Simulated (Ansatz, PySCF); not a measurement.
This Ansatz (a quantum-chemistry and plane-wave program) input computes a r2SCAN/def2-TZVPD energy:

Ansatz 0.2 input:
```yaml
crystal:
  periodic: [false, false, false]
  atoms:
    - {symbol: Si, position_ang: [-1.53619033, 0.29221664, -0.40696884]}
    - {symbol: As, position_ang: [0.71875004, -0.13014525, 0.20687279]}
    - {symbol: H, position_ang: [-1.78935326, 1.75630085, -0.29774002]}
    - {symbol: H, position_ang: [-2.42810929, -0.40119054, 0.56423249]}
    - {symbol: H, position_ang: [1.29611773, 0.41542681, -1.09383569]}
    - {symbol: H, position_ang: [0.70925816, -1.56677673, -0.30189512]}
basis:
  gaussian:
    orbitals: def2-TZVPD
hamiltonian:
  xc: {name: r2SCAN}
magnetization: {spin_polarized: true, initial_magnetization: 1}
output: {forces: true}
```

**Question.** Write an input for the same energy in PySCF and say what it gives.

**Answer.** 
```python
from pyscf import gto, scf, dft

mol = gto.M(
    atom='''
    Si   -1.53619033    0.29221664   -0.40696884
    As    0.71875004   -0.13014525    0.20687279
    H    -1.78935326    1.75630085   -0.29774002
    H    -2.42810929   -0.40119054    0.56423249
    H     1.29611773    0.41542681   -1.09383569
    H     0.70925816   -1.56677673   -0.30189512
    ''',
    basis='def2-tzvpd',
    charge=0,
    spin=1,
    verbose=4,
)

mf = dft.UKS(mol, xc='r2scan').density_fit(auxbasis='def2-universal-jkfit')
mf.grids.level = 4
mf.conv_tol = 1e-9
mf.max_cycle = 100
mf.max_memory = 1500
mf.kernel()
if not mf.converged:
    mf = mf.newton()
    mf.kernel(mf.make_rdm1())
for _ in range(2):
    mo, _, stable, _ = mf.stability(return_status=True)
    if stable:
        break
    mf.kernel(mf.make_rdm1(mo, mf.mo_occ))
mf.analyze()
```
It gives -2527.69506 Eh, and Ansatz -2527.69500 Eh, a difference of 0.06 mEh, from the treatment of integrals and grids.

It need not be the lowest isomer of its formula.
